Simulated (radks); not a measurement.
Question: Ionisation of the silicon ion Si+, [Ne] 3s2 3p1, to [Ne] 3s2 as the strength of local exchange is varied. Calculated with a radial shooting solver on a logarithmic mesh with Libxc functionals: non-relativistic Kohn-Sham, Slater X-alpha exchange (alpha = 2/3 is LDA exchange), no correlation, spin-polarised, spherical densities, point nucleus; open shells are filled with parallel spins first.

alpha  E(Si+) (hartree)  exchange (hartree)  IE (eV)  -e of the level emptied (eV)  <r> of it (bohr)
0.558        -283.93920           -15.18351   14.213                   10.162 (3p)             2.567
0.667        -286.91766           -18.30246   15.296                   11.207 (3p)             2.479
0.81         -290.86308           -22.46990   16.780                   12.652 (3p)             2.376
0.823        -291.22388           -22.85301   16.918                   12.787 (3p)             2.367
0.834        -291.52946           -23.17773   17.036                   12.902 (3p)             2.360
0.935        -294.34707           -26.18297   18.134                   13.983 (3p)             2.294
x            -284.40209           -15.66667   14.379                   10.322 (3p)             2.553

Which alpha was used in the last row?

Answer: alpha = 0.575. NIST Atomic Spectra Database: 16.346 eV (measured). The Delta-SCF value meets it near alpha = 0.77. Open shells are spherical and high-spin; term and fine-structure splittings are not resolved.
